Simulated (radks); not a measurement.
Question: Radial electron density D(r) = 4 pi r^2 rho(r) of an atom or ion with 57.5 electrons. Calculated with a radial shooting solver on a logarithmic mesh with Libxc functionals: scalar-relativistic Kohn-Sham, r2SCAN, spin-unpolarised, spherical densities, finite nucleus; meta-GGA in the generalised Kohn-Sham scheme; Fermi nuclear charge, rms radius of each element as measured or else 0.836 A^(1/3) + 0.57 fm.

r (bohr),D(r) (e/bohr)
0.004472,30.86
0.005206,37.13
0.00606,44.04
0.007055,51.38
0.008214,58.81
0.009562,65.87
0.01113,71.98
0.01296,76.54
0.01509,79.02
0.01756,79.17
0.02045,77.21
0.0238,73.96
0.02771,70.90
0.03252,69.86
0.03786,72.59
0.04407,79.47
0.0513,89.25
0.05973,98.88
0.06953,104.4
0.08095,103.0
0.09423,94.88
0.1097,84.36
0.1277,77.66
0.1487,78.86
0.1731,86.02
0.2015,91.20
0.2346,86.26
0.2731,69.94
0.3179,49.83
0.3731,36.10
0.4343,34.58
0.5056,39.00
0.5886,40.41
0.6852,34.86
0.7977,25.34
0.9287,16.97
1.081,12.23
1.259,10.13
1.465,8.507
1.706,6.326
1.986,3.907
2.312,1.995
2.691,0.9282
3.133,0.5294
3.647,0.4174
4.28,0.3290
4.983,0.2084
5.801,0.09677
6.753,0.03164
7.862,0.007043
9.152,0.001026

What is the nuclear charge?

Answer: Z = 60. The innermost maximum, from 1s, lies near gamma/Z bohr with gamma = sqrt(1 - (Z/c)^2) = 0.899, here 0.015 bohr (found: 0.0165), and its height grows with Z. The density is that of the neodymium ion Nd2.5+ in [Xe] 4f2.5 6p1; the configuration itself is not fixed sharply by these data, and Z only to a few units. D(r) has 4 maxima, at r = 0.0165, 0.0730, 0.205, 0.566 bohr, and minima at 0.0315, 0.135, 0.411 bohr, inside which lie 1.95, 11.18, 29.06 electrons.
